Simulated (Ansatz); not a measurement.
Calculated with Ansatz (gas phase, PBE0-D4/def2-TZVP geometries, no zero-point term in ΔE). CCSD(T)/CBS adds triple-zeta CCSD(T) − MP2 to the extrapolated MP2 energy (def2 sets, frozen cores). Functionals use def2-TZVPP. B3LYP here is the variant with VWN-RPA as its local correlation; programs differ in this. For Se outer-core shells are correlated without core-valence functions, which leaves a few kJ/mol of doubt a bond. Scalar relativity is left out up to krypton. Each species was taken in one conformer, which may not be the lowest.

`C[SiH](F)PN` + `[AlH2][SeH]` → `C[SiH](F)[SeH]` + `N[PH][AlH2]`  (redistribution)

Problem. Is it downhill or uphill in electronic energy at CCSD(T)/CBS, and by how much? (An estimate is asked.)

Solution. Ansatz gave: Uphill: ΔE = +10.4 kcal/mol.

Problem. What do these levels give: ωB97M-V, B3LYP, HF/def2-TZVPP, MP2/def2-TZVPP, CCSD/def2-TZVPP, CCSD(T)/def2-TZVPP? (Best estimate.)

Solution. Computed: ωB97M-V 10.7, B3LYP 10.3, HF/def2-TZVPP 11.4, MP2/def2-TZVPP 10.7, CCSD/def2-TZVPP 10.7, CCSD(T)/def2-TZVPP 10.7 kcal/mol.

Largest T1 diagnostic among the species: 0.013.
